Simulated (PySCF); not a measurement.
## PySCF run on TeS

File input.py (PySCF 2.14):

```python
from pyscf import gto, dft

mol = gto.M(
    atom='Te 0 0 0; S 0 0 2.075',
    basis='def2-svp',
    ecp={'Te': 'def2-svp'},
    charge=0,
    spin=2,
    cart=True,
    verbose=4,
)
mf = dft.UKS(mol, xc='pw91')
mf.kernel()
mf.dip_moment()
print('orbital energies (hartree):', [e[max(0, n-3):n+3].round(4) for e, n in zip(mf.mo_energy, mol.nelec)])
```

```bash
$ OMP_NUM_THREADS=1 python input.py
```

The log (some set-up lines and the per-cycle HOMO/LUMO lines with their warnings removed):

```
PySCF version 2.14.0

[INPUT] Cartesian GTO integrals (6d 10f)
[INPUT] Symbol           X                Y                Z      unit          X                Y                Z       unit  Magmom
[INPUT]  1 Te     0.000000000000   0.000000000000   0.000000000000 AA    0.000000000000   0.000000000000   0.000000000000 Bohr   0.0
[INPUT]  2 S      0.000000000000   0.000000000000   2.075000000000 AA    0.000000000000   0.000000000000   3.921181708473 Bohr   0.0

nuclear repulsion = 97.9296621654362
number of shells = 18
number of NR pGTOs = 104
number of NR cGTOs = 47
basis = def2-svp
ecp = {'Te': 'def2-svp'}

******** <class 'pyscf.dft.uks.UKS'> ********
method = UKS
initial guess = minao
damping factor = 0
level_shift factor = 0
DIIS = <class 'pyscf.scf.diis.CDIIS'>
SCF conv_tol = 1e-09
SCF max_cycles = 50
number electrons alpha = 21  beta = 19
XC functionals = pw91

grids dens level: 3
tot grids = 40840
init E= -637.836240854096

cycle= 1 E= -663.452882812919  delta_E= -25.6  |g|= 2.47  |ddm|= 8.02

cycle= 2 E= -657.602552881291  delta_E= 5.85  |g|= 3.84  |ddm|= 10.6
cycle= 3 E= -666.004834345138  delta_E= -8.4  |g|= 0.456  |ddm|= 9.55
cycle= 4 E= -665.662893895877  delta_E= 0.342  |g|=  0.8  |ddm|= 1.75
cycle= 5 E= -666.137966633336  delta_E= -0.475  |g|= 0.151  |ddm|= 0.947
cycle= 6 E= -666.157078273466  delta_E= -0.0191  |g|= 0.019  |ddm|= 0.232
cycle= 7 E= -666.157257196448  delta_E= -0.000179  |g|= 0.00851  |ddm|= 0.0422
cycle= 8 E= -666.157307822413  delta_E= -5.06e-05  |g|= 0.00279  |ddm|= 0.00994
cycle= 9 E= -666.157314551391  delta_E= -6.73e-06  |g|= 0.000139  |ddm|= 0.00396
cycle= 10 E= -666.157314562256  delta_E= -1.09e-08  |g|= 2.25e-05  |ddm|= 0.000222
cycle= 11 E= -666.157314562501  delta_E= -2.45e-10  |g|= 1.68e-05  |ddm|= 5.3e-05
Extra cycle  E= -666.157314560372  delta_E= 2.13e-09  |g|= 5.57e-05  |ddm|= 9.35e-05
converged SCF energy = -666.157314560372  <S^2> = 2.0019278  2S+1 = 3.001285
Dipole moment(X, Y, Z, Debye): -0.00000,  0.00000, -1.27783
orbital energies (hartree): [array([-0.3069, -0.1881, -0.1881, -0.0327,  0.0904,  0.2382]), array([-0.3089, -0.2776, -0.2776, -0.1486, -0.1486, -0.0161])]
```

In short: E(SCF) = -666.157315 Eh, 11 cycles, ⟨S²⟩ = 2.002, μz(SCF) = -1.28 D.

It ran on Arm Neoverse V2 (1 thread, shared host) in 2.9 s.

The bond length is a typed value, not an optimised one. No search for the lowest solution was made.
